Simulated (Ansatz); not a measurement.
A nudged elastic band was laid between two geometries of ClGaH2 + H2 (6 atoms, charge 0, multiplicity 1).

All numbers below come from Ansatz, RKS PBE0/def2-SVP.

```json
{
  "movable images": "9",
  "climbing image": "yes",
  "spring": "5.0 eV/Å²",
  "optimiser": "quadratic models (default)",
  "start path": "through a guess of the saddle point",
  "force threshold": "0.05 eV/Å",
  "iteration limit": "60",
  "end points": "relaxed"
}
```

Image 0:

```xyz
6
Properties=species:S:1:pos:R:3
Ga 0.002 0.174 0.160
Cl -0.013 0.823 2.227
H 1.414 0.072 -0.492
H -1.404 -0.012 -0.487
H 0.077 -2.307 0.526
H 0.069 -2.031 1.240
```

Image 10:

```xyz
6
Properties=species:S:1:pos:R:3
Ga 0.020 -0.454 -0.376
Cl 0.012 -0.050 2.368
H 1.361 0.317 -0.648
H -1.366 0.236 -0.644
H 0.066 -2.010 -0.113
H 0.051 -1.320 2.587
```

Q: What changes between the two ends?

A: Bonds broken: H5–H6. Bonds formed: Ga1–H5, Cl2–H6. ClGaH2 + H2 becomes ClGaH4.

Q: Give the energies along the band, and the barrier.

A: The run converged. The highest image is number 5 of 0 to 10, 1.12 eV above the first end and 0.20 eV above the last; the last end lies 0.92 eV above the first. A vibrational analysis at the climbing image gives one clearly imaginary mode, 708i cm⁻¹: a first-order saddle point. The orbitals stay closed-shell, which can raise the energy where a bond breaks towards radicals; this wasn't checked here.

```csv
image,path coordinate (Å),energy (eV),H5–H6 (Å),Ga1–H5 (Å),Cl2–H6 (Å)
0,0.00,0.00,0.76,2.51,3.02
1,0.30,0.02,0.77,2.35,2.68
2,0.60,0.12,0.77,2.17,2.35
3,0.90,0.40,0.80,1.98,2.04
4,1.20,0.87,0.91,1.81,1.76
5,1.50,1.12,1.17,1.69,1.48
6,1.77,1.05,1.47,1.62,1.35
7,2.04,0.99,1.78,1.60,1.31
8,2.31,0.96,2.10,1.59,1.30
9,2.57,0.93,2.43,1.58,1.29
10,2.84,0.92,2.79,1.58,1.29
```

Q: What is the geometry of the highest image?

A: 
```xyz
6
Properties=species:S:1:pos:R:3
Ga 0.016 -0.344 -0.141
Cl 0.016 0.029 2.371
H 1.428 0.095 -0.623
H -1.419 0.023 -0.614
H 0.058 -1.859 0.597
H 0.045 -1.226 1.583
```

Q: What are the harmonic wavenumbers there?

A: 708i, 274, 412, 611, 688, 809, 989, 1087, 1385, 1753, 2029, 2048 cm⁻¹.

Time of the run: 2.9 min on 2 threads of Intel(R) Xeon(R) Platinum 8259CL CPU @ 2.50GHz (Skylake/Cascade Lake), on a shared host, peak memory 0.17 GiB.
